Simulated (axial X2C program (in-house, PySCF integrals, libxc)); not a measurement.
Excited states of TlH by EOM-EE-CCSD

Computed with an axial X2C code built on PySCF integrals: two-component X2C with atomic mean-field Coulomb and Gaunt terms, Gaussian nuclei, basis Tl dyall-acv3z, H dyall-av3z with contracted cores.

R = 1.878 Å (near the PBE0 minimum at charge 0 of the determinant lowest at the starting distance; the state shown can have its own minimum elsewhere).

Vertical excitation energies from the closed-shell determinant state of TlH:

```
 Ω  excitation (eV)   cm⁻¹        hole of the leading pair    particle of the leading pair  weight of the pair (for Ω = 0 its time-reversed partner can hold as much again)  singles weight
0⁻            2.258  18212  45% Tl pσ, 29% H sσ, 16% Tl sσ              83% Tl pπ, 9% H pπ                                                                             0.48            0.96
0⁺            2.362  19051  45% Tl pσ, 28% H sσ, 17% Tl sσ             85% Tl pπ, 10% H pπ                                                                             0.47            0.95
 1            2.437  19655  46% Tl pσ, 31% H sσ, 14% Tl sσ             83% Tl pπ, 10% H pπ                                                                             0.84            0.95
 2            2.920  23552  45% Tl pσ, 29% H sσ, 16% Tl sσ             87% Tl pπ, 10% H pπ                                                                             0.94            0.95
 1            3.244  26167  46% Tl pσ, 32% H sσ, 12% Tl sσ             87% Tl pπ, 11% H pπ                                                                             0.83            0.94
0⁻            4.927  39743  46% Tl pσ, 33% H sσ, 11% Tl sσ  29% Tl sσ, 24% Tl pσ, 15% H pσ                                                                             0.47            0.96
 1            4.935  39804  46% Tl pσ, 33% H sσ, 11% Tl sσ  30% Tl sσ, 23% Tl pσ, 15% H pσ                                                                             0.95            0.96
0⁺            5.393  43498  46% Tl pσ, 33% H sσ, 12% Tl sσ             63% Tl sσ, 29% H sσ                                                                             0.47            0.94
0⁻            5.580  45006  46% Tl pσ, 34% H sσ, 11% Tl sσ  32% Tl sσ, 29% H sσ, 23% Tl dσ                                                                             0.47            0.95
 1            5.582  45025  46% Tl pσ, 34% H sσ, 11% Tl sσ  32% Tl sσ, 29% H sσ, 23% Tl dσ                                                                             0.94            0.95
```

This point took 41 s on 1 thread of Arm Neoverse V2, on a shared host.

Reference electrons by ω block (each with its −ω partner): 1/2: 23, 3/2: 12, 5/2: 5, 7/2: 1. 14 electrons of TlH correlated (inner shells frozen), 88 natural virtual spinors (a truncated set); levels can be off by some tenths of an eV. Roots sought by Ω: (0: 5, 1: 4, 2: 3, 3: 1); the list ends where they run out and leaves out roots under 60 % singles weight. The solver can skip a root, and states that need a further excitation, which the method places far too high, are missing though they may lie low or lowest. T1 of the reference 0.015 (Lee–Taylor). Number of frozen shells: Tl 5 s, 4 p, 2 d, 1 f; H none.
